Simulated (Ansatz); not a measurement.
`N#Cc1cccc(C#N)c1`. Charge 0, multiplicity 1.

```xyz
14

N    -2.0234    1.0659   -3.0610
C    -1.3513    0.7609   -2.1777
C    -0.5125    0.3842   -1.0860
C     0.8740    0.4708   -1.2129
C     1.6860    0.1052   -0.1536
C     1.1293   -0.3458    1.0303
C    -0.2573   -0.4321    1.1562
C    -0.8328   -0.8972    2.3767
N    -1.2921   -1.2728    3.3631
C    -1.0838   -0.0676    0.0987
H     1.3025    0.8246   -2.1421
H     2.7623    0.1722   -0.2517
H     1.7584   -0.6336    1.8632
H    -2.1593   -0.1346    0.1967
```

(1) List the harmonic frequencies (cm⁻¹, unscaled) at PBE0-D4/def2-TZVP in Ansatz. (Estimate.)

(2) Is this a minimum?

(3) Give the ideal-gas thermochemistry at 298.15 K and 1 bar (rigid rotor, harmonic oscillator; point group C2v, symmetry number 2).

(4) And at 400, 500, 600, 800 and 1000 K?

## Answers

(1) Computed: 118, 125, 161, 195, 382, 394, 463, 465, 526, 541, 611, 649, 706, 718, 826, 923, 941, 955, 1002, 1021, 1125, 1174, 1198, 1279, 1319, 1366, 1463, 1524, 1641, 1669, 2371, 2372, 3211, 3224, 3231, 3232.

(2) Yes, all 36 modes are real.

(3) Zero-point energy 257.9 kJ/mol; H(298) − E = 281.0 kJ/mol; entropy 362.5 J/(mol·K), of which translation 169.4, rotation 118.1, vibration 75.0; G(298) − E = 172.9 kJ/mol.

(4) 
```json
{"T (K)": "400", "H − E (kJ/mol)": "296.0", "S (J/mol/K)": "405.5", "G − E (kJ/mol)": "133.8"}
{"T (K)": "500", "H − E (kJ/mol)": "313.7", "S (J/mol/K)": "444.8", "G − E (kJ/mol)": "91.3"}
{"T (K)": "600", "H − E (kJ/mol)": "333.7", "S (J/mol/K)": "481.2", "G − E (kJ/mol)": "45.0"}
{"T (K)": "800", "H − E (kJ/mol)": "379.0", "S (J/mol/K)": "546.2", "G − E (kJ/mol)": "-58.0"}
{"T (K)": "1000", "H − E (kJ/mol)": "429.5", "S (J/mol/K)": "602.5", "G − E (kJ/mol)": "-172.9"}
```
